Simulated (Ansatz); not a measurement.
Ideal-gas functions of `ClB1NCO1` at 298.15 K and 1 bar, from an Ansatz frequency run at PBE0-D4/def2-TZVP.

Molar mass 91.31 g/mol, point group C1 (symmetry number 1), electronic degeneracy 1, moments of inertia 38.203, 193.766, 228.521 u Å². Harmonic wavenumbers (cm⁻¹, unscaled): 159, 294, 310, 487, 605, 938, 971, 1017, 1118, 1139, 1168, 1229, 1364, 1438, 1535, 3052, 3109, 3730.

Use S(trans) = R[1.5 ln M + 2.5 ln T − 1.1517]; rotational temperatures θ = 24.2544 K / I; S(rot) = R[ln(√π/σ · √(T³/θAθBθC)) + 1.5]; for each mode x = 1.438777 ν̃/T, S = R[x/(eˣ − 1) − ln(1 − e⁻ˣ)] and H = RT x/(eˣ − 1); 1 cm⁻¹ = 0.0119627 kJ/mol; R = 8.31446 J/(mol·K).

By hand: the entropy, in J/(mol·K).

Translation 165.2. Rotation: θ = 0.6349, 0.1252, 0.1061 K, giving 108.1. Vibration, mode by mode: 10.72, 6.07, 5.70, 2.89, 1.85, 0.50, 0.44, 0.37, 0.24, 0.22, 0.20, 0.15, 0.09, 0.06, 0.04, 0.00, 0.00, 0.00, in all 29.5. Electronic 0.0. Sum 302.8 J/(mol·K).

By hand: H − E and G − E in kJ/mol, counted from the electronic energy.

Zero-point energy ½ × 23663 × 0.0119627 = 141.5; thermal vibration 5.4; translation, rotation and pV give 4 RT = 9.9. H − E = 156.8 kJ/mol, and G − E = 156.8 − 298.15 × 302.8/1000 = 66.5 kJ/mol.

Vibration gives 10 % of the entropy. The sum counts one conformer and one mirror image; others add a mixing term.
